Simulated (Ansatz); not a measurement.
Reaction (redistribution): `OB(O[SiH3])O[SiH3]` + `[F][Sc]([F])[Cl]` → `OB(Cl)O[SiH3]` + `[F][Sc]([F])[O][SiH3]`

Program: Ansatz. Geometries: PBE0-D4/def2-TZVP. ΔE: electronic, gas phase. CCSD(T)/CBS adds triple-zeta CCSD(T) − MP2 to the extrapolated MP2 energy (def2 sets, frozen cores). DFT in def2-TZVPP. B3LYP here is the variant with VWN-RPA as its local correlation; programs differ in this. For Sc outer-core shells are correlated without core-valence functions, which leaves a few kJ/mol of doubt a bond. Scalar relativity is left out up to krypton. Each species was taken in one conformer, which may not be the lowest.

```csv
level,ΔE (kJ/mol)
PBE-D4,45.3
B3LYP-D4,53.1
MP2/def2-TZVPP,42.4
MP2/def2-QZVPP,41.2
```

(1) What does CCSD(T)/CBS give? (Best estimate.)

Largest T1 diagnostic among the species: 0.016.

Results:

(1) Computed: +45.1 kJ/mol. The listed levels differ from it by 0.2, 8.0, -2.7, -3.9 kJ/mol.

In def2-TZVPP, CCSD(T) changes the Hartree–Fock value by −17.7 kJ/mol (the triples alone add −2.0 kJ/mol) and MP2 by −22.8 kJ/mol. From PBE to PBE0 (25 % exact exchange), in def2-TZVPP and without D4, ΔE moves by +7.2 kJ/mol.
